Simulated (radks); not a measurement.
Isoelectronic series with 56 electrons, each ion in its NIST ground configuration. Method: scalar-relativistic Kohn-Sham, PBEsol, spin-polarised, spherical densities, point nucleus; open shells are filled with parallel spins first (spin-orbit coupling, left out, can overturn this in heavy ions); computed with a radial shooting solver on a logarithmic mesh with Libxc functionals. Total energies (hartree) and orbital eigenvalues (Ry):

ion            configuration  E (hartree)         4d         4p         4s         3d
Ba                  [Xe] 6s2   -8132.3619   -6.58614  -13.28692  -17.90314  -56.21582
La+                 [Xe] 5d2   -8489.8040   -7.89461  -14.95053  -19.82798  -60.63898
Ce2+                [Xe] 4f2   -8856.5433   -8.59640  -15.94841  -21.06241  -64.32965
Pr3+                [Xe] 4f2   -9232.5278  -10.38009  -18.08871  -23.47678  -69.34639
Nd4+                [Xe] 4f2   -9617.5886  -12.37302  -20.44901  -26.12441  -74.67848
Pm5+   [Kr] 4d10 4f3 5s2 5p5  -10011.4888  -14.07292  -22.48961  -28.44303  -79.66116
Sm6+   [Kr] 4d10 4f4 5s2 5p4  -10414.8957  -15.85235  -24.61644  -30.85787  -84.79330
Eu7+   [Kr] 4d10 4f5 5s2 5p3  -10827.9232  -17.71120  -26.82983  -33.36984  -90.07565
Gd8+   [Kr] 4d10 4f6 5s2 5p2  -11250.4265  -19.64222  -29.12532  -35.97538  -95.50750
Tb9+   [Kr] 4d10 4f6 5s2 5p2  -11682.7061  -22.22233  -32.11103  -39.30727  -101.8208
Dy10+      [Kr] 4d10 4f8 5s2  -12124.5991  -23.69068  -33.92762  -41.43370  -106.8212
Ho11+      [Kr] 4d10 4f8 5s2  -12576.5106  -26.47188  -37.13172  -45.01097  -113.4888
Er12+      [Kr] 4d10 4f8 5s2  -13038.1153  -29.40403  -40.49721  -48.76700  -120.4095
Tm13+      [Kr] 4d10 4f9 5s1  -13508.8226  -31.84307  -43.34181  -51.98774  -126.7638
Yb14+         [Kr] 4d10 4f10  -13989.5214  -34.33191  -46.25271  -55.29242  -133.2560
Lu15+         [Kr] 4d10 4f10  -14481.1388  -37.60924  -49.99334  -59.47454  -140.7800
Hf16+         [Kr] 4d10 4f10  -14982.7987  -41.02967  -53.88794  -63.83110  -148.5488
Ta17+         [Kr] 4d10 4f10  -15494.5868  -44.59116  -57.93457  -68.36105  -156.5603
W18+          [Kr] 4d10 4f10  -16016.5926  -48.29211  -62.13173  -73.06386  -164.8129
